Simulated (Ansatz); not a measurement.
Computed with frozen-core CCSD(T)/cc-pVTZ // PBE0-D3(BJ)/def2-TZVP in Ansatz (a first-principles code).

Ansatz 0.2 input:
```yaml
crystal:
  periodic: [false, false, false]
  atoms:
    - { symbol: C, position_ang: [-0.906177, 0.261457, -0.176853] }
    - { symbol: C, position_ang: [0.433407, -0.307559, 0.132139] }
    - { symbol: N, position_ang: [1.483568, 0.393662, 0.075146] }
    - { symbol: H, position_ang: [-0.817625, 1.314848, -0.440783] }
    - { symbol: H, position_ang: [-1.572394, 0.154428, 0.684792] }
    - { symbol: H, position_ang: [-1.370141, -0.28557, -1.00343] }
    - { symbol: H, position_ang: [0.445503, -1.370946, 0.411037] }
    - { symbol: H, position_ang: [2.303859, -0.160321, 0.317952] }
basis:
  gaussian: { orbitals: cc-pVTZ }
correlation:
  method: ccsd_t
```

Output:

```
Functional definition: HF
906 factors; integrals over basis functions are off by at most 1.2e-3 eV
mean field evaluation 1: about -3619.8228 eV, gradient 3.3e1 eV
mean field evaluation 2: about -3619.8243 eV, gradient 3.3e1 eV
mean field evaluation 4: about -3622.4958 eV, gradient 3.8e0 eV
mean field evaluation 8: about -3622.5507 eV, gradient 1.4e-1 eV
mean field evaluation 16: about -3622.5440 eV, gradient 1.5e0 eV
mean field -3622.55086787 eV, -133.1262889411 hartree, gradient 5.9e-6 eV, S^2 0.000000; 0 other end points of the search recorded, 0 dependent functions left out
3 core orbitals not correlated
reference -3622.55086787 eV, -133.1262889411 hartree; 9, 9 occupied and 148, 148 virtual orbitals, 906 factors
second order -14.80640281 eV of doubles, -0.00000000 eV of singles
cycle   1  -15.07638802 eV  change   -2.7e-1 eV  update   8.0e-2
cycle   2  -15.46132196 eV  change   -3.8e-1 eV  update   2.5e-2
cycle   3  -15.54136814 eV  change   -8.0e-2 eV  update   1.2e-2
cycle   4  -15.53617071 eV  change    5.2e-3 eV  update   2.9e-3
cycle   5  -15.53728162 eV  change   -1.1e-3 eV  update   1.2e-3
cycle   6  -15.53745449 eV  change   -1.7e-4 eV  update   3.1e-4
cycle   7  -15.53734862 eV  change    1.1e-4 eV  update   1.1e-4
cycle   8  -15.53736448 eV  change   -1.6e-5 eV  update   4.2e-5
cycle   9  -15.53736428 eV  change    2.0e-7 eV  update   1.2e-5
perturbative correction -0.65449066 eV, -0.0240520880 hartree
Total energy: -3638.74272281 eV, -133.7213286349 hartree
```

Cost: around 22 core-seconds (rough).
